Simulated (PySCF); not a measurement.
HgI₂, SMILES [I][Hg][I] (connectivity only; charge and spin as stated), charge -1, multiplicity 2.

Geometry: B3LYP-D3(BJ)/def2-SVPD. The spin state was assumed, not searched. The isomer is the one that the SMILES or the coordinates give; other isomers of the formula were not compared. The def2 effective core potentials stand for the cores of Hg, I; spin–orbit coupling is left out.

Calculation: PySCF with PBE/def2-TZVPD.

Gas-phase values at a fixed geometry.

The total energy is -749.08699 hartree, the point group is D∞h and the α spin, highest occupied and lowest empty level is -0.82 and 2.30 eV. The β spin, highest occupied and lowest empty level is -2.06 and -0.41 eV. The dipole moment about the centre of nuclear charge is 0.00 D, the mean static polarisability is 187.4 bohr³ (27.76 Å³) and the polarisability, principal values is 113.2, 113.2, 335.6 bohr³. The ⟨S²⟩ comes out as 0.751 (pure state 0.75).
